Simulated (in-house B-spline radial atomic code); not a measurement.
How numerical settings move a run on Cr IV (Cr3+), [Ar] 3d3. Computed with a B-spline radial code for spherical atoms: scalar-relativistic (X2C) wB97X, spherical fractional occupations, Fermi nucleus of rms radius 3.6452 fm.

Command:
```bash
python run_scf.py task.json out
```
Settings of the sound reference run:
```
Z                24
electrons        21
configuration    [Ar] 3d3
hamiltonian      x2c
method           wb97x
spin_polarised   False
nucleus          fermi
rms_radius       3.6452
mass_number      52
atomic_mass      51.9405
speed_of_light   137.036
knot_spacing     0.22
spline_order     8
gauss_points     12
box_radius       16.22
max_iterations   70
damping          0.5
damped_steps     3
diis_vectors     10
tolerance        1e-08
start            Thomas-Fermi
```

Run time, properties included: 0.42 s on 1 thread of Arm Neoverse V2 (shared host).

It converges in 10 iterations to -1048.297958 hartree, with 3d at -37.0287 eV. The other runs change the listed settings, some to values that make no sense; their results aren't properties of the atom or ion. Radii are in bohr (the nuclear one in fm), a minus after a letter asks for a j subshell, and «unchanged» means within 1e-8 hartree. The run stops when the residual is below 10 × tolerance × max(1, Z/10), or a noise floor if that is larger, and the energy moves by less than 1e-8 × √|E| hartree; so very loose and very tight tolerances often act alike.

| changed settings | outcome |
| --- | --- |
| knot_spacing = 1 | converged in 10 iterations, energy +4.27e+00 hartree from the reference, 3d level -1.6e-02 eV (the program warns: 1s reaches the box edge; 2s reaches the box edge) |
| knot_spacing = 0.1 | converged in 16 iterations, energy -4.85e-05 hartree from the reference, 3d level +3.7e-04 eV |
| first_knot = 0.000417 | converged in 10 iterations, energy +1.26e-04 hartree from the reference, 3d level +4.8e-04 eV |
| damping = 0.2 | converged in 10 iterations, energy unchanged, 3d level +3.3e-06 eV |
| knot_spacing = 1, gauss_points = 4, max_iterations = 60 | converged in 10 iterations, energy +4.06e+00 hartree from the reference, 3d level +5.7e-02 eV (the program warns: 1s reaches the box edge; 2s reaches the box edge) |
| electrons = 22, configuration = [Ar] 3d3 4s-1, max_iterations = 100 | stopped with error: j subshells need the Dirac Hamiltonian and l > 0 |
| electrons = 29, configuration = [Ar] 3d3 5s2 5p6, max_iterations = 50 | converged in 22 iterations to -1048.3448 hartree, a different physical problem (warning: 5s has a positive eigenvalue: unbound, held by the box) |
| knot_spacing = 0.75 | converged in 11 iterations, energy +5.24e-01 hartree from the reference, 3d level -8.2e-02 eV (the program warns: 2s reaches the box edge) |
| knot_spacing = 0.3 | converged in 15 iterations, energy +1.02e-04 hartree from the reference, 3d level +6.0e-04 eV |
| knot_spacing = 1.4 | converged in 15 iterations, energy +1.76e+01 hartree from the reference, 3d level +3.4e-02 eV (the program warns: 1s reaches the box edge; 2s reaches the box edge) |
| first_knot = 0.0417 | converged in 10 iterations, energy +7.62e-02 hartree from the reference, 3d level -1.2e-04 eV |
| knot_spacing = 2 | converged in 10 iterations, energy +8.93e+01 hartree from the reference, 3d level -5.4e+00 eV (the program warns: 1s reaches the box edge; 2s reaches the box edge) |
| damping = 0.8 | converged in 12 iterations, energy unchanged, 3d level +4.3e-06 eV |
| damping = 0.95 | converged in 12 iterations, energy unchanged, 3d level +7.8e-06 eV |
| knot_spacing = 0.15 | converged in 11 iterations, energy -3.45e-05 hartree from the reference, 3d level +3.3e-04 eV |
| first_knot = 0.00417 | converged in 10 iterations, energy -1.81e-03 hartree from the reference, 3d level +3.2e-05 eV |
| box_radius = 64.88, max_iterations = 75, damping = 0.2 | converged in 10 iterations, energy +2.47e-07 hartree from the reference, 3d level -1.3e-05 eV |
| gauss_points = 8, max_iterations = 50, damped_steps = 8, tolerance = 0.0001 | converged in 11 iterations, energy +2.21e-08 hartree from the reference, 3d level +2.5e-04 eV |

Problem. What happens with first_knot = 0.0125?

Solution. Converged in 10 iterations, energy +4.85e-03 hartree from the reference, 3d level -6.2e-06 eV.

Problem. What happens with first_knot = 4.17e-06?

Solution. Converged in 10 iterations, energy +1.68e-05 hartree from the reference, 3d level +4.9e-04 eV.

Problem. What happens with knot_spacing = 2, spline_order = 4, max_iterations = 50, damping = 0.8, tolerance = 1e-06?

Solution. Converged in 9 iterations, energy +9.02e+01 hartree from the reference, 3d level -1.9e+01 eV.

Problem. What happens with knot_spacing = 0.55?

Solution. Converged in 10 iterations, energy +1.02e-02 hartree from the reference, 3d level -1.1e-02 eV.
